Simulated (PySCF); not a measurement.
CH$_{3}$Li, triplet, geometry from GFN2-xTB (such geometries of metal compounds can be far from the true shape) (a higher spin typed on purpose: for a closed-shell molecule this is an excited state), atoms displaced at random by about 0.08 Å a coordinate; HF/def2-TZVP, gradient by finite differences (PySCF).

PySCF was given this input:
```python
from pyscf import gto, scf

mol = gto.M(
    atom='''
Li   -1.19250460   -0.80626899   -0.92786527
C     0.42253134    0.13706416    0.31102715
H     0.74155587   -0.67694145    0.65393385
H    -0.63137736    0.79690053    0.84365804
H     0.93941657    0.79502731   -0.56859712
''',
    basis='def2-tzvp',
    spin=2,
    verbose=4,
)

mf = scf.UHF(mol)
mf.conv_tol = 1e-11
mf.kernel()
scan, done = mf.as_scanner(), []
scan.scf_summary = {}
def energy(d):
    c = mol.atom_coords()
    c[4, 1] += d
    e = scan(mol.set_geom_(c, unit='Bohr', inplace=False))
    done.append(scan.converged)
    return e
h = 1e-4
fd = (energy(h) - energy(-h)) / (2 * h)
print('dE/dx =', fd)
```

**Question.** Write the output that PySCF gives for this input, abridged.

**Answer.** 
```
PySCF version 2.14.0

[INPUT] verbose = 4
[INPUT] num. atoms = 5
[INPUT] num. electrons = 12
[INPUT] charge = 0
[INPUT] spin (= nelec alpha-beta = 2S) = 2
[INPUT] symmetry False subgroup None
[INPUT] Mole.unit = angstrom
[INPUT] Symbol           X                Y                Z      unit          X                Y                Z       unit  Magmom
[...]
nuclear repulsion = 15.2478055542468
number of shells = 31
number of NR pGTOs = 90
number of NR cGTOs = 63
basis = def2-tzvp
ecp = {}

******** <class 'pyscf.scf.uhf.UHF'> ********
method = UHF
initial guess = minao
damping factor = 0
level_shift factor = 0
DIIS = <class 'pyscf.scf.diis.CDIIS'>
diis_start_cycle = 1
diis_space = 8
diis_damp = 0
SCF conv_tol = 1e-11
SCF conv_tol_grad = None
SCF max_cycles = 50
direct_scf = True
direct_scf_tol = 1e-13
number electrons alpha = 7  beta = 5
Set gradient conv threshold to 3.16228e-06
init E= -46.6808953450067

cycle= 1 E= -46.9088393571977  delta_E= -0.228  |g|= 0.171  |ddm|= 1.27
cycle= 2 E= -46.9336993837765  delta_E= -0.0249  |g|= 0.069  |ddm|= 0.306
cycle= 3 E= -46.937665830901  delta_E= -0.00397  |g|= 0.0264  |ddm|= 0.121
cycle= 4 E= -46.939033789479  delta_E= -0.00137  |g|= 0.0117  |ddm|= 0.117
cycle= 5 E= -46.9395185748262  delta_E= -0.000485  |g|= 0.00563  |ddm|= 0.103
cycle= 6 E= -46.9396390167881  delta_E= -0.00012  |g|= 0.00247  |ddm|= 0.0519
cycle= 7 E= -46.9396630220573  delta_E= -2.4e-05  |g|= 0.001  |ddm|= 0.00893
cycle= 8 E= -46.9396674165896  delta_E= -4.39e-06  |g|= 0.000359  |ddm|= 0.00831
cycle= 9 E= -46.9396678841415  delta_E= -4.68e-07  |g|= 0.000143  |ddm|= 0.00347
cycle= 10 E= -46.9396679460424  delta_E= -6.19e-08  |g|= 5.53e-05  |ddm|= 0.000703
cycle= 11 E= -46.9396679558504  delta_E= -9.81e-09  |g|= 1.85e-05  |ddm|= 0.000285
cycle= 12 E= -46.9396679571346  delta_E= -1.28e-09  |g|= 6.39e-06  |ddm|= 0.000141
cycle= 13 E= -46.9396679573124  delta_E= -1.78e-10  |g|= 2.77e-06  |ddm|= 6.06e-05
cycle= 14 E= -46.9396679573458  delta_E= -3.34e-11  |g|= 1.32e-06  |ddm|= 2.79e-05
cycle= 15 E= -46.9396679573545  delta_E= -8.75e-12  |g|= 5.18e-07  |ddm|= 1.08e-05
Extra cycle  E= -46.9396679573557  delta_E= -1.19e-12  |g|= 3.67e-07  |ddm|= 2.83e-06
converged SCF energy = -46.9396679573557  <S^2> = 2.0231943  2S+1 = 3.0154232
Create scanner for <class 'pyscf.scf.uhf.UHF'>

WARN: Mole.unit (angstrom) is changed to Bohr

New geometry
[...]

******** <class 'pyscf.scf.hf.UHF_Scanner'> ********
method = UHF_Scanner
initial guess = minao
damping factor = 0
level_shift factor = 0
DIIS = <class 'pyscf.scf.diis.CDIIS'>
diis_start_cycle = 1
diis_space = 8
diis_damp = 0
SCF conv_tol = 1e-11
SCF conv_tol_grad = None
SCF max_cycles = 50
direct_scf = True
direct_scf_tol = 1e-13
number electrons alpha = 7  beta = 5
Set gradient conv threshold to 3.16228e-06
init E= -46.9396514996814
cycle= 1 E= -46.9396636265744  delta_E= -1.21e-05  |g|= 6.02e-06  |ddm|= 1.49e-05
cycle= 2 E= -46.9396636266075  delta_E= -3.31e-11  |g|= 2.2e-06  |ddm|= 6.93e-06
cycle= 3 E= -46.9396636266126  delta_E= -5.18e-12  |g|= 1.07e-06  |ddm|= 2.85e-06
Extra cycle  E= -46.9396636266147  delta_E= -2.1e-12  |g|= 6.48e-07  |ddm|= 1.73e-06
converged SCF energy = -46.9396636266147  <S^2> = 2.0231948  2S+1 = 3.0154236

WARN: Mole.unit (angstrom) is changed to Bohr

New geometry
   1 Li    -1.192504600000  -0.806268990000  -0.927865270000 AA   -2.253507096284  -1.523627573830  -1.753411240796 Bohr
   2 C      0.422531340000   0.137064160000   0.311027150000 AA    0.798468511645   0.259013723894   0.587756130804 Bohr
   3 H      0.741555870000  -0.676941450000   0.653933850000 AA    1.401337500364  -1.279233942866   1.235755880082 Bohr
   4 H     -0.631377360000   0.796900530000   0.843658040000 AA   -1.193130291651   1.505923750221   1.594282638387 Bohr
   5 H      0.939416570000   0.794974392279  -0.568597120000 AA    1.775240034178   1.502283877450  -1.074492832016 Bohr

******** <class 'pyscf.scf.hf.UHF_Scanner'> ********
method = UHF_Scanner
initial guess = minao
damping factor = 0
level_shift factor = 0
DIIS = <class 'pyscf.scf.diis.CDIIS'>
diis_start_cycle = 1
diis_space = 8
diis_damp = 0
SCF conv_tol = 1e-11
SCF conv_tol_grad = None
SCF max_cycles = 50
direct_scf = True
direct_scf_tol = 1e-13
number electrons alpha = 7  beta = 5
Set gradient conv threshold to 3.16228e-06
init E= -46.9396965397429
cycle= 1 E= -46.9396722870299  delta_E= 2.43e-05  |g|= 1.19e-05  |ddm|= 2.92e-05
cycle= 2 E= -46.9396722871551  delta_E= -1.25e-10  |g|= 4.25e-06  |ddm|= 1.31e-05
cycle= 3 E= -46.9396722871737  delta_E= -1.86e-11  |g|= 2.02e-06  |ddm|= 5.44e-06
cycle= 4 E= -46.9396722871818  delta_E= -8.05e-12  |g|= 9.54e-07  |ddm|= 3.99e-06
Extra cycle  E= -46.9396722871836  delta_E= -1.81e-12  |g|= 6.15e-07  |ddm|= 1.31e-06
converged SCF energy = -46.9396722871836  <S^2> = 2.0231934  2S+1 = 3.0154227
dE/dx = 0.04330284426146136
```
